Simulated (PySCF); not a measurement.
# Worked example: oscillator strength and radiative lifetime

Al(CF3)(Me)2 (C₃H₆AlF₃), SMILES [CH3][Al]([CH3])[C](F)(F)F.

Geometry: ωB97X-D3(BJ)/def2-SVP.

TDA-PBE/def2-SVPD run with PySCF 2.14.0 puts the first singlet state with f over 0.02 at 6.33 eV (vertical), with the transition dipole (-0.496, 0.649, -0.198) in atomic units.

Find the oscillator strength, the wavelength and the radiative lifetime that this transition would have in vacuum if emission retraced absorption.


|μ|² = 0.7064 au, so |μ| = 2.14 D. ΔE = 6.33/27.211 = 0.2326 hartree. f = (2/3) ΔE |μ|² = 0.110 (the program prints 0.110).
λ = 1239.84/6.33 = 196 nm; ν = 51055 cm⁻¹.
Einstein's coefficient A = 0.6670 ν² f s⁻¹ (ν in cm⁻¹) = 1.9e8 s⁻¹, so τ = 1/A = 5.3 ns. This state is S4; the lower singlets have f = 0.001, 0.001, 0.017. The figure is the radiative limit of this one transition; relaxation, internal conversion, crossing to triplets and a medium change what is measured.
